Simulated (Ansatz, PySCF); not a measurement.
System: C₃H₅N, charge 0, singlet. C3H5N (SMILES [C-]#[N+]CC).
B3LYP-D3(BJ)/def2-TZVP minimum from Ansatz (a program for electronic structure):
```xyz
9

C     -1.5290     0.2840    -0.1251
C     -0.2976    -0.5526    -0.4537
N      0.8749    -0.0301     0.1651
C      1.8162     0.4197     0.6833
H     -1.4021     1.3088    -0.4729
H     -1.7052     0.3036     0.9501
H     -2.4041    -0.1449    -0.6144
H     -0.4263    -1.5820    -0.1143
H     -0.1245    -0.5812    -1.5311
```
Charge 0, spin multiplicity 1.

Total energies in hartree (Ansatz). Open shells are spin-unrestricted; no spin-orbit coupling. Correlated methods leave the cores frozen. No relativity. Where a partner has so few electrons that a lower coupled-cluster level is exact, that level stands in.

| species | HF/cc-pVTZ | CCSD(T)/cc-pVTZ | HF/cc-pVQZ | CCSD(T)/cc-pVQZ | CCSD(T)/cc-pVDZ | CCSDT(Q)/cc-pVDZ |
|---|---|---|---|---|---|---|
| 1: C3H5N (SMILES [C-]#[N+]CC) | -170.99349 | -171.73120 | -171.00491 | -171.78089 | -171.55987 | -171.56222 |
| 2: C (triplet) | -37.69157 | -37.78076 | -37.69331 | -37.78654 | -37.76038 | -37.76071 |
| 3: N (quartet) | -54.40069 | -54.51471 | -54.40372 | -54.52482 | -54.47850 | -54.47866 |
| 4: H (doublet) | -0.49981 | -0.49981 | -0.49995 | -0.49995 | -0.49928 | -0.49928 |

Work out the enthalpy of formation at 298 K (by atomisation, with ideal-gas terms from PySCF's Hessian at B3LYP-D3(BJ)/def2-TZVP and the atoms' measured values of the G2/97 table; no spin-orbit terms) in kJ/mol: take Hartree-Fock from cc-pVQZ, extrapolate the CCSD(T) correlation energy as X^-3 (X = 3, 4), and add CCSDT(Q) - CCSD(T) in cc-pVDZ. The further terms named in the bracket sum to +1.47213 hartree. 1 hartree = 2625.5 kJ/mol.


Species 1: correlation (64·(-0.77598) - 27·(-0.73771))/37 = -0.80391; step -0.00235; E1 = -171.00491 + (-0.80391) + (-0.00235) = -171.81117
Species 2: correlation (64·(-0.09323) - 27·(-0.08919))/37 = -0.09618; step -0.00033; E2 = -37.69331 + (-0.09618) + (-0.00033) = -37.78982
Species 3: correlation (64·(-0.12110) - 27·(-0.11402))/37 = -0.12627; step -0.00016; E3 = -54.40372 + (-0.12627) + (-0.00016) = -54.53015
Species 4: correlation (64·(0.00000) - 27·(0.00000))/37 = 0.00000; step +0.00000; E4 = -0.49995 + (0.00000) + (+0.00000) = -0.49995
+1·E1 -3·E2 -1·E3 -5·E4 +1.47213 = 0.06032 hartree = 158.4 kJ/mol. Measured: 33.9 kcal/mol, 141.7 kJ/mol (CRC Handbook, as tabulated in the package chemicals); atomic spin-orbit terms, which the calculations lack, would raise the computed values. The composite differs from it by +16.7 kJ/mol; core, relativistic and spin-orbit terms are not in it. So large a gap may also come from another state or conformer, or from a fault of the table, which was not checked at its source.
